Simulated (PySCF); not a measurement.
BrGeHS, SMILES [SH][Ge][Br] (connectivity only; charge and spin as stated), neutral, multiplicity 1. Atoms are numbered in the order given.

```xyz
4

Ge     0.8345    -0.5865     0.0000
Br    -0.2956     1.4784     0.0000
S     -1.0045    -1.8721     0.0000
H     -0.2871    -3.0220     0.0000
```

Geometry: r2SCAN-D4/def2-SVP. Other conformers were not sampled.

The numbers are results of r2SCAN-D4/def2-SVP run with PySCF, not measurements.

Frequencies are harmonic and unscaled.

```json
[
 {"mode": "1", "ν (cm⁻¹)": "123", "IR (km/mol)": "0.5", "moving atoms (share of kinetic energy)": "S 54 %, Br 26 %, Ge 17 %"},
 {"mode": "2", "ν (cm⁻¹)": "286", "IR (km/mol)": "43.3", "moving atoms (share of kinetic energy)": "Ge 52 %, Br 47 %"},
 {"mode": "3", "ν (cm⁻¹)": "380", "IR (km/mol)": "15.4", "moving atoms (share of kinetic energy)": "H 96 %"},
 {"mode": "4", "ν (cm⁻¹)": "386", "IR (km/mol)": "40.1", "moving atoms (share of kinetic energy)": "S 64 %, Ge 32 %"},
 {"mode": "5", "ν (cm⁻¹)": "713", "IR (km/mol)": "8.2", "moving atoms (share of kinetic energy)": "H 93 %"},
 {"mode": "6", "ν (cm⁻¹)": "2667", "IR (km/mol)": "0.6", "moving atoms (share of kinetic energy)": "H 97 %"}
]
```
